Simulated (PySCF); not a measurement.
Compound: H5NSiTe.
Geometry (PBE0-D3(BJ)/def2-SVP, Å), atoms numbered from 1 in this order:
```xyz
8
H5NSiTe angstrom
N     -1.0558   -0.6696    0.2299
Si    -0.0159    0.6893    0.0627
Te     1.9992    0.1019   -1.3074
H     -1.4143   -1.1734   -0.5718
H     -1.6235   -0.7972    1.0590
H     -0.5495    1.8743   -0.6847
H      0.3337    1.1159    1.4488
H      2.3811   -1.1583   -0.2883
```

Computed, not measured: PBE0-D3(BJ)/def2-SVP geometry optimisation, gas phase, def2 core potentials past Kr (PySCF 2.14.0).

Masses are those of the commonest isotopes; rigid-rotor values at the optimised geometry. The values belong to one conformer with, in the numbering `[NH2:1][SiH2:2][TeH:3]`, H–N1–Si2–Te3 -55° and 149°, N1–Si2–Te3–H -56°.

**Question.** Give the principal moments of inertia and the rotational constants in cm⁻¹.

**Answer.** Ia = 32.81, Ib = 284.21, Ic = 306.05 u·Å²; 505379 MHz·u·Å²/I gives 15401, 1778 and 1651 MHz, that is A = 0.51373, B = 0.05931, C = 0.05508 cm⁻¹.

**Question.** Classify the top.

**Answer.** A near-prolate asymmetric top; Ray's κ = -0.982.

**Question.** What does the inertial defect say?

**Answer.** Not planar: Δ = Ic − Ia − Ib = -10.98 u·Å². For a rigid frame Δ = −2 Σ m c², so Σ m c² = 5.49 u·Å² lies off the ab plane: 5.46 from hydrogen and 0.03 from heavier atoms. The atom farthest from that plane is 1.33 Å away.

**Question.** Give the other two planar moments, Paa and Pbb, and the rms extents of the mass along the axes.

**Answer.** Paa = Σ m a² = (Ib + Ic − Ia)/2 = 278.72 and Pbb = Σ m b² = (Ia + Ic − Ib)/2 = 27.33 u·Å². With the mass M = 176.93 u, the rms extents √(P/M) along a, b and c are 1.26, 0.39, 0.18 Å.

**Question.** Where do the levels up to J = 4 lie, in MHz?

**Answer.** Above 0(0,0):
J = 1: 1(0,1) 3429, 1(1,1) 17053, 1(1,0) 17180
J = 2: 2(0,2) 10288, 2(1,2) 23785, 2(1,1) 24165, 2(2,1) 65035, 2(2,0) 65036
J = 3: 3(0,3) 20572, 3(1,3) 33882, 3(1,2) 34644, 3(2,2) 75323, 3(2,1) 75328, 3(3,1) 143757, 3(3,0) 143757
J = 4: 4(0,4) 34281, 4(1,4) 47345, 4(1,3) 48613, 4(2,3) 89041, 4(2,2) 89054, 4(3,2) 157477, 4(3,1) 157477, 4(4,1) 253282, 4(4,0) 253282

**Question.** Which lines would a microwave search look for?

**Answer.** The dipole components are |μa| = 2.04 D, |μb| = 0.86 D, |μc| = 0.10 D. The squared components, which scale the intensities, stand as 1.00 : 0.18 : 0.00 (a : b : c). Some lines, for components of 0.1 D or more:

```csv
type,branch,"J(Ka,Kc)",MHz,lower level (cm⁻¹)
b,R,"4(0,4) ← 3(1,3)",399,1.130
a,R,"3(2,1) ← 2(2,0)",10292,2.169
a,R,"3(1,2) ← 2(1,1)",10478,0.806
c,Q,"1(1,1) ← 1(0,1)",13623,0.114
a,R,"4(0,4) ← 3(0,3)",13709,0.686
a,R,"4(3,2) ← 3(3,1)",13720,4.795
a,R,"4(2,2) ← 3(2,1)",13726,2.513
b,Q,"2(1,1) ← 2(0,2)",13878,0.343
c,R,"2(1,1) ← 1(0,1)",20736,0.114
b,R,"3(1,3) ← 2(0,2)",23595,0.343
c,R,"3(1,2) ← 2(0,2)",24356,0.343
c,Q,"4(2,3) ← 4(1,3)",40427,1.622
c,Q,"3(2,2) ← 3(1,2)",40680,1.156
b,Q,"4(2,3) ← 4(1,4)",41696,1.579
c,R,"3(2,1) ← 2(1,1)",51162,0.806
b,Q,"4(3,2) ← 4(2,3)",68436,2.970
b,R,"3(3,1) ← 2(2,0)",78721,2.169
c,R,"4(3,2) ← 3(2,2)",82153,2.513
c,Q,"4(4,1) ← 4(3,1)",95805,5.253
b,Q,"4(4,0) ← 4(3,1)",95805,5.253
b,R,"4(4,1) ← 3(3,0)",109524,4.795
b,R,"4(4,0) ← 3(3,1)",109524,4.795
```

Whether it is a minimum is left open (no frequencies). Zero-point vibration and centrifugal distortion are left out. A rigid rotor knows nothing of inversion at nitrogen, which can split or shift real lines. Quadrupole hyperfine structure (14N) is left out.
